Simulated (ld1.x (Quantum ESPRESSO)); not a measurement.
# How hard is this tellurium (Te) TM potential?

ld1.x (Quantum ESPRESSO) 7.5 input, shortened:

```
&input
   title='Te', zed=52., rel=1, dft='PBE', iswitch=3,
   config='[Kr] 4d10 5s2 5p3'
 /
 &inputp
   pseudotype=2, tm=.true., lloc=-2, rcloc=1.75,
   nlcc=.true., rcore=1.15
 /
3
5S  1  0   2.00   0.00  1.35  1.35  0.0
5P  2  1   3.00   0.00  2.20  2.20  0.0
4D  3  2  10.00   0.00  1.25  1.25  0.0
 &test
   configts(1)='4d10 5s2 5p3'
 /
```

The pseudo-atom Hamiltonian at the reference potential is diagonalised in spherical Bessel functions j_l(qr) that vanish at 20 bohr, with q² up to the cutoff. All-electron valence levels (Ry): 5s -1.7230, 5p -1.0056, 4d -3.7247.

Task: How do the lowest levels (Ry) of each channel move with the cutoff, and are there ghosts?

Result:

```json
{"cutoff (Ry)": "8", "s #1": "-1.4543", "p #1": "-0.9895", "p #2": "-0.2264", "d #1": "-0.6118", "f #1": "-0.0577", "Σ f·Δε (mRy)": "31715.3"}
{"cutoff (Ry)": "15", "s #1": "-1.4913", "p #1": "-1.0042", "p #2": "-0.2280", "d #1": "-0.9843", "f #1": "-0.0578", "Σ f·Δε (mRy)": "27871.8"}
{"cutoff (Ry)": "21", "s #1": "-1.5316", "p #1": "-1.0051", "p #2": "-0.2281", "d #1": "-1.4691", "f #1": "-0.0578", "Σ f·Δε (mRy)": "22940.0"}
{"cutoff (Ry)": "30", "s #1": "-1.6344", "p #1": "-1.0054", "p #2": "-0.2281", "d #1": "-2.1321", "f #1": "-0.0578", "Σ f·Δε (mRy)": "16103.8"}
{"cutoff (Ry)": "45", "s #1": "-1.7154", "p #1": "-1.0056", "p #2": "-0.2281", "d #1": "-3.1381", "f #1": "-0.0578", "Σ f·Δε (mRy)": "5881.5"}
{"cutoff (Ry)": "60", "s #1": "-1.7179", "p #1": "-1.0056", "p #2": "-0.2282", "d #1": "-3.5725", "f #1": "-0.0578", "Σ f·Δε (mRy)": "1532.2"}
{"cutoff (Ry)": "80", "s #1": "-1.7186", "p #1": "-1.0056", "p #2": "-0.2282", "d #1": "-3.7008", "f #1": "-0.0578", "Σ f·Δε (mRy)": "248.4"}
{"cutoff (Ry)": "100", "s #1": "-1.7193", "p #1": "-1.0056", "p #2": "-0.2282", "d #1": "-3.7229", "f #1": "-0.0578", "Σ f·Δε (mRy)": "25.7"}
{"cutoff (Ry)": "140", "s #1": "-1.7217", "p #1": "-1.0056", "p #2": "-0.2282", "d #1": "-3.7244", "f #1": "-0.0578", "Σ f·Δε (mRy)": "5.2"}
{"cutoff (Ry)": "200", "s #1": "-1.7228", "p #1": "-1.0056", "p #2": "-0.2282", "d #1": "-3.7247", "f #1": "-0.0578", "Σ f·Δε (mRy)": "0.6"}
{"cutoff (Ry)": "260", "s #1": "-1.7229", "p #1": "-1.0056", "p #2": "-0.2282", "d #1": "-3.7247", "f #1": "-0.0578", "Σ f·Δε (mRy)": "0.2"}
{"cutoff (Ry)": "400", "s #1": "-1.7230", "p #1": "-1.0056", "p #2": "-0.2282", "d #1": "-3.7247", "f #1": "-0.0578", "Σ f·Δε (mRy)": "0.0"}
```

Result: no extra level below or beside the all-electron valence levels (s, p, d, f tested); 10 mRy is reached at 120 Ry and 1 mRy at 200 Ry.
